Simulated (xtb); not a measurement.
C$_{3}$H$_{6}$AuN, charge -1, doublet, from a rough starting geometry (GFN-xTB shapes and energies of metal compounds can be far from the true ones) (the multiplicity is a formal guess); GFN2-xTB (xtb 6.7.1).

The xtb input:
```
$ xtb mol.xyz --gfn 2 --chrg -1 --uhf 1 --opt vtight --json

# file mol.xyz
11

Au     0.88244714     0.25719265    -0.97412935
C      2.19815675     0.66539926    -2.41192617
H      3.08016291     0.01017871    -2.37368878
H      2.61674482     1.69914668    -2.33193359
H      1.86913344     0.59074153    -3.43386877
C     -2.08645249    -0.64452217     2.24422076
N     -1.12764010    -0.32634819     1.21168069
C     -0.38748972    -0.12576454     0.43330319
H     -2.25016580     0.23417197     2.89893036
H     -1.71164877    -1.47126601     2.79929602
H     -3.12236842    -0.86798826     1.82665665
```

Predict the main parts of the log of this xtb run.


```
   ID    Z sym.   atoms
    1   79 Au     1
    2    6 C      2, 6, 8
    3    1 H      3-5, 9-11
    4    7 N      7

           -------------------------------------------------
          |                Calculation Setup                |
           -------------------------------------------------

           -------------------------------------------------
          |                 G F N 2 - x T B                 |
           -------------------------------------------------

          ...................................................
          :                      SETUP                      :
          :.................................................:
          :  # basis functions                  32          :
          :  # atomic orbitals                  31          :
          :  # shells                           17          :
          :  # electrons                        35          :
          :  max. iterations                   250          :
          :  Hamiltonian                  GFN2-xTB          :
          :  restarted?                      false          :
          :  GBSA solvation                  false          :
          :  PC potential                    false          :
          :  electronic temp.          300.0000000     K    :
          :  accuracy                    1.0000000          :
          :  -> integral cutoff          0.2500000E+02      :
          :  -> integral neglect         0.1000000E-07      :
          :  -> SCF convergence          0.1000000E-05 Eh   :
          :  -> wf. convergence          0.1000000E-03 e    :
          :  Broyden damping             0.4000000          :
          :  net charge                         -1          :
          :  unpaired electrons                  1          :
          ...................................................

 iter      E             dE          RMSdq      gap      omega  full diag
   1    -16.4272751 -0.164273E+02  0.453E+00    0.09       0.0  T
   2    -16.5131593 -0.858842E-01  0.278E+00    0.07       1.0  T
   3    -16.5248345 -0.116752E-01  0.127E+00    0.05       1.0  T
   4    -16.5256321 -0.797560E-03  0.635E-01    0.05       1.0  T
   5    -16.5260837 -0.451608E-03  0.186E-01    0.04       1.0  T
   6    -16.5260864 -0.267270E-05  0.786E-02    0.05       1.0  T
   7    -16.5260922 -0.583064E-05  0.184E-02    0.05       1.6  T
   8    -16.5260923 -0.927329E-07  0.856E-03    0.05       3.5  T
   9    -16.5260923 -0.498074E-07  0.300E-03    0.05      10.0  T
  10    -16.5260923 -0.427759E-08  0.814E-04    0.05      37.1  T
  11    -16.5260923  0.666979E-09  0.342E-04    0.05      88.1  T

   *** convergence criteria satisfied after 11 iterations ***

         :::::::::::::::::::::::::::::::::::::::::::::::::::::
         ::                     SUMMARY                     ::
         :::::::::::::::::::::::::::::::::::::::::::::::::::::
         :: total energy             -16.256938702589 Eh    ::
         :: gradient norm              0.590279671211 Eh/a0 ::
         :: HOMO-LUMO gap              0.045468181943 eV    ::
         ::.................................................::
         :: SCC energy               -16.526124504253 Eh    ::
         :: -> isotropic ES            0.103654528776 Eh    ::
         :: -> anisotropic ES          0.012680647108 Eh    ::
         :: -> anisotropic XC          0.008140037127 Eh    ::
         :: -> dispersion             -0.006552228205 Eh    ::
         :: repulsion energy           0.269185801664 Eh    ::
         :: add. restraining           0.000000000000 Eh    ::
         :: total charge              -1.000000000000 e     ::
         :::::::::::::::::::::::::::::::::::::::::::::::::::::

      -----------------------------------------------------------
     |                   =====================                   |
     |                        A N C O P T                        |
     |                   =====================                   |
[...]
 * total energy  :   -16.3383565 Eh     change       -0.5873059E-06 Eh
 * total energy  :   -16.3383859 Eh     change       -0.2936899E-04 Eh
 * total energy  :   -16.3384345 Eh     change       -0.4860194E-04 Eh
 * total energy  :   -16.3384673 Eh     change       -0.3280877E-04 Eh
 * total energy  :   -16.3384751 Eh     change       -0.7844969E-05 Eh
 * total energy  :   -16.3384769 Eh     change       -0.1726601E-05 Eh
 * total energy  :   -16.3384802 Eh     change       -0.3338554E-05 Eh
 * total energy  :   -16.3384821 Eh     change       -0.1864147E-05 Eh
 * total energy  :   -16.3384839 Eh     change       -0.1801682E-05 Eh
 * total energy  :   -16.3384844 Eh     change       -0.5626641E-06 Eh
 * total energy  :   -16.3384846 Eh     change       -0.1180339E-06 Eh
 * total energy  :   -16.3384846 Eh     change       -0.2560718E-07 Eh
   *** GEOMETRY OPTIMIZATION CONVERGED AFTER 54 ITERATIONS ***
         :: total energy             -16.338484577136 Eh    ::
[...]
        18        1.0000           -0.0503539              -1.3702 (HOMO)
        19                         -0.0070650              -0.1922 (LUMO)
        20                          0.1940453               5.2802
        21                          0.2049236               5.5763
        22                          0.2237788               6.0893
        23                          0.2912897               7.9264
        24                          0.3131924               8.5224
        25                          0.3302719               8.9872
        26                          0.3418380               9.3019
        27                          0.3899049              10.6099
        28                          0.3907041              10.6316
        29                          0.4084491              11.1145
       ...                                ...                  ...
        31                          0.8959743              24.3807
      -------------------------------------------------------------
                  HL-Gap            0.0432889 Eh            1.1780 eV
             Fermi-level           -0.0661077 Eh           -1.7989 eV

     #   Z          covCN         q      C6AA      α(0)
     1  79 Au       1.919    -0.070   301.491    33.262
     2   6 C        3.716    -0.191    24.388     7.055
     3   1 H        0.923    -0.082     4.958     3.482
     4   1 H        0.924    -0.080     4.907     3.464
     5   1 H        0.923    -0.080     4.923     3.470
     6   6 C        3.693     0.009    20.596     6.493
     7   7 N        1.822    -0.281    28.124     7.858
     8   6 C        1.896    -0.181    36.354     9.738
     9   1 H        0.924    -0.012     3.276     2.831
    10   1 H        0.923    -0.020     3.433     2.897
    11   1 H        0.924    -0.012     3.276     2.831

 Mol. C6AA /au·bohr⁶  :       2511.234297
 Mol. C8AA /au·bohr⁸  :     102933.523414
 Mol. α(0) /au        :         83.380636

Wiberg/Mayer (AO) data.
largest (>0.10) Wiberg bond orders for each atom

 ---------------------------------------------------------------------------
     #   Z sym  total        # sym  WBO       # sym  WBO       # sym  WBO
 ---------------------------------------------------------------------------
     1  79 Au   1.674 --     8 C    0.854     2 C    0.737
     2   6 C    3.804 --     4 H    0.993     5 H    0.992     3 H    0.992
                             1 Au   0.737
     3   1 H    0.993 --     2 C    0.992
     4   1 H    0.993 --     2 C    0.993
     5   1 H    0.993 --     2 C    0.992
     6   6 C    3.990 --     7 N    0.998    11 H    0.978     9 H    0.978
                            10 H    0.974
     7   7 N    3.180 --     8 C    2.096     6 C    0.998
     8   6 C    3.126 --     7 N    2.096     1 Au   0.854
     9   1 H    1.000 --     6 C    0.978
    10   1 H    0.999 --     6 C    0.974
    11   1 H    1.000 --     6 C    0.978
 ---------------------------------------------------------------------------

Topologies differ in total number of bonds
Writing topology from bond orders to xtbtopo.mol

molecular dipole:
                 x           y           z       tot (Debye)
 q only:       -1.061      -0.506       1.267
   full:       -0.968      -0.555       1.211       4.185
molecular quadrupole (traceless):
                xx          xy          yy          xz          yz          zz
 q only:       -4.804      -4.167      11.020      17.905       4.604      -6.216
  q+dip:       -3.973      -2.366       8.183      13.428       2.908      -4.210
   full:       -4.223      -2.084       8.426      14.609       3.252      -4.204

optimized geometry written to: xtbopt.xyz

           -------------------------------------------------
          | TOTAL ENERGY              -16.338484577136 Eh   |
          | GRADIENT NORM               0.000046999662 Eh/α |
          | HOMO-LUMO GAP               1.177952205015 eV   |
           -------------------------------------------------
```
